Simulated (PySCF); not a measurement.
Isomers of C6H10O. Method: TDDFT CAM-B3LYP/def2-SVPD, vertical, gas phase, core orbitals frozen in the response (PySCF 2.14.0, density-fitted response routines). Geometries: PBE0-D3(BJ)/def2-SVP; one conformer of each isolated species. Triplets are in the Tamm–Dancoff approximation.

A. `CC1=CCCCO1`
B. `C=C/C=C\COC`
C. `C=CCCC(C)=O`
D. `CC(=O)C=C(C)C`

Lowest singlet levels (six at most, fewer where fewer were computed) with oscillator strengths:

1. 5.53 eV (f 0.631); 6.56 eV (f 0.011); 6.67 eV (f 0.117); 6.76 eV (f 0.012); 7.10 eV (f 0.002); 7.15 eV (f 0.000); T1 3.03 eV
2. 3.88 eV (f 0.000); 5.65 eV (f 0.420); 7.00 eV (f 0.025); 7.05 eV (f 0.001); 7.18 eV (f 0.000); 7.46 eV (f 0.000); T1 3.42 eV
3. 4.53 eV (f 0.000); 6.95 eV (f 0.046); 7.22 eV (f 0.004); 7.32 eV (f 0.056); 7.40 eV (f 0.462); 7.82 eV (f 0.003)
4. 5.89 eV (f 0.013); 6.46 eV (f 0.145); 6.84 eV (f 0.010); 6.99 eV (f 0.095); 7.07 eV (f 0.010); 7.61 eV (f 0.007)

**Question.** Which spectrum belongs to which structure?

**Answer.** 1 = B, 2 = D, 3 = C, 4 = A.
- A: S1 at 5.89 eV, HOMO→LUMO (87%); Löwdin shares by element: HOMO carbon 64% or more, oxygen 20% (atoms not listed hold the other 16%); LUMO carbon 41% or more (atoms not listed hold the other 59%); HOMO -7.43 and LUMO 1.33 eV.
- B: S1 at 5.53 eV, HOMO→LUMO (97%); Löwdin shares by element: HOMO carbon 80% or more (atoms not listed hold the other 20%); LUMO carbon 78% or more (atoms not listed hold the other 22%); HOMO -7.81 and LUMO 0.14 eV.
- C: S1 at 4.53 eV, HOMO→LUMO (59%), HOMO-1→LUMO (37%); Löwdin shares by element: HOMO carbon 44% or more, oxygen 31% (atoms not listed hold the other 25%); LUMO carbon 51% or more, oxygen 32% (atoms not listed hold the other 17%); HOMO -8.62 and LUMO 0.69 eV.
- D: S1 at 3.88 eV, HOMO→LUMO (93%); Löwdin shares by element: HOMO oxygen 60%, carbon 29% or more; LUMO carbon 59% or more, oxygen 18% (atoms not listed hold the other 23%); HOMO -8.50 and LUMO -0.28 eV.
